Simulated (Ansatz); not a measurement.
A structure drawn as `OC[SiH2]Cl`, with this starting geometry:

Cartesian coordinates in Å:
```
O 0.185 -0.037 1.764
C -0.581 -0.071 0.627
Si 0.238 0.316 -1.016
Cl 1.719 -0.942 -1.277
H 0.941 -0.712 1.697
H -1.404 0.640 0.816
H -1.058 -1.062 0.586
H -0.779 0.106 -2.125
H 0.738 1.761 -1.071
```

The species carries charge 0 and has multiplicity 1.

(1) Relax it with Ansatz at PBE-D4/def2-SVP and then PBE0-D4/def2-TZVP. Is the drawn bonding still there?

(2) Give the relaxed structure. (Estimate.)

Atoms count as bonded under 1.1 times the sum of their covalent radii (H–H under 0.85 Å, pairs among N, O and F under 1.55 Å), and a drawn bond as lost past 1.3 times.

## Answers

(1) Yes, every drawn bond is still there and no new one forms.

(2) The calculation gave: 
Z-matrix (Å, degrees):
```
C
Si 1 1.882
O 1 1.416 2 112.1
H 1 1.100 2 110.1 3 -125.4
H 1 1.095 2 109.0 3 118.1
Cl 2 2.067 1 106.0 3 53.7
H 2 1.484 1 112.1 3 171.6
H 2 1.481 1 112.1 3 -63.0
H 3 0.962 1 108.3 2 -54.5
```
All modes are real.
